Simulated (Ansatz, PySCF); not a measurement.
The pair A = HF (SMILES F) (first 2 atoms), B = Si2H6 (SMILES [SiH3][SiH3]); geometry from B3LYP-D3(BJ)/def2-TZVP.
(charge 0, multiplicity 1):
```xyz
10

F      1.45958     0.31952    -0.17442
H      1.34353     0.29974     0.74874
Si    -0.42225    -0.17064     5.23981
Si    -0.39307    -0.16978     2.89616
H     -1.76997    -0.55755     5.71966
H     -0.09493     1.18239     5.74750
H      0.57412    -1.13895     5.75482
H     -0.68296    -1.51224     2.34339
H      0.97424     0.22040     2.43984
H     -1.34854     0.81254     2.33586
```

Frozen-core correlation. CBS(a, b) extrapolates the correlation energy as X⁻³ and adds the Hartree–Fock energy of set b. MP2 and its Hartree–Fock in aug-cc-pV(T+d)Z are density fitted.

Programs: Ansatz (a program for electronic structure) with Gaussian orbitals; PySCF for the dispersion terms. 

The monomers are drawn apart, rigid, along the line of their centres of mass. Counterpoise-corrected interaction energies (kcal/mol):

```csv
level,R = 5.308 Å,R = 6.001 Å
PBE/def2-TZVPPD,-1.0881,-0.4282
PBE-D3(BJ)/def2-TZVPPD,-1.4125,-0.5887
wB97M-V/def2-TZVPPD,-1.0337,-0.4382
"MP2/CBS(aug-cc-pV(D+d)Z, aug-cc-pV(T+d)Z) + ΔCCSD(T)/aug-cc-pV(D+d)Z",-1.0464,-0.4465
```

Problem. R is the distance of the centres of mass. Find the local exponent m of E ∝ R⁻ᵐ between the two points.

Solution. 
m = ln(E₁/E₂)/ln(R₂/R₁): PBE/def2-TZVPPD 7.6; PBE-D3(BJ)/def2-TZVPPD 7.1; wB97M-V/def2-TZVPPD 7.0; MP2/CBS(aug-cc-pV(D+d)Z, aug-cc-pV(T+d)Z) + ΔCCSD(T)/aug-cc-pV(D+d)Z 6.9. For scale, two fixed dipoles give m = 3, dipole and quadrupole 4, quadrupoles 5, and dispersion or dipole-induced dipole 6 at long range; at these distances several terms mix, and what is left of overlap and damping shifts m, so it need not match one of them.
